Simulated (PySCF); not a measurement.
PySCF input for C₅H₆S, SMILES c1(C)cscc1, HF/pcSseg-1. Geometry optimised at PBE0-D3(BJ)/def2-SVP.

```python
import numpy as np
from pyscf import gto, scf, dft
from pyscf.prop.nmr import rhf as nmr

mol = gto.M(
    atom='''
    C    -0.19751297   -2.46875972   -0.00000000
    C    -0.02521780   -0.98245499   -0.00000000
    C     1.24485485   -0.32295841   -0.00000000
    C     1.14216374    1.04149213   -0.00000000
    S    -0.49738447    1.55017674   -0.00000000
    C    -1.05556186   -0.07470999    0.00000000
    H    -1.25975717   -2.74931085    0.00000000
    H     0.27206884   -2.92444167   -0.88639615
    H     0.27206884   -2.92444167    0.88639615
    H     2.20023557   -0.85120495    0.00000001
    H     1.94569713    1.77683690    0.00000001
    H    -2.12451743   -0.28591970    0.00000000
    ''',
    basis='pcSseg-1',
    charge=0,
    spin=0,
    max_memory=1600,
    verbose=3,
)
mf = scf.RHF(mol)
mf.conv_tol = 1e-10
mf.max_cycle = 100
mf.kernel()
n = nmr.NMR(mf)
n.verbose = 2
n.max_cycle_cphf = 60
sigma = n.kernel()
print('atom   isotropic/ppm   span/ppm')
for i, s in enumerate(sigma):
    w = np.linalg.eigvalsh((s + s.T) / 2)
    print(f'{mol.atom_symbol(i):2s}{i + 1:3d} {w.mean():14.3f} {w[2] - w[0]:11.3f}')
```

Log of the run:

```
converged SCF energy = -590.282927624806
atom   isotropic/ppm   span/ppm
C   1        174.735      26.483
C   2         47.596     211.401
C   3         56.579     196.321
C   4         50.720     213.133
S   5        354.406     253.953
C   6         58.195     190.335
H   7         29.344      11.687
H   8         29.286      11.630
H   9         29.286      11.630
H  10         24.662       7.160
H  11         24.384       5.862
H  12         24.768       5.731
```

The calculation finished and met its thresholds.

Cost: roughly 30 core-seconds.
